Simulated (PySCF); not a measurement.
Be(F)(Me) (CH₃BeF), SMILES [CH3][Be][F].

Coordinates come from a r2SCAN-D4/def2-TZVP optimisation.

Level of theory: ωB97X/def2-TZVPD (PySCF).

Symmetry labels are those of the subgroup Cs that the program uses (full group C3v).

Computed valence orbital energies around the gap with their symmetry:
| orbital | symmetry | energy (eV) |
|---|---|---|
| HOMO−7 | A' | -34.68 |
| HOMO−6 | A' | -21.97 |
| HOMO−5 | A' | -15.55 |
| HOMO−4 | A" | -14.32 |
| HOMO−3 | A' | -14.32 |
| HOMO−2 | A" | -13.56 |
| HOMO−1 | A' | -13.56 |
| HOMO | A' | -11.47 |
| LUMO | A' | 1.32 |
| LUMO+1 | A" | 1.75 |
| LUMO+2 | A' | 1.75 |
| LUMO+3 | A' | 1.91 |
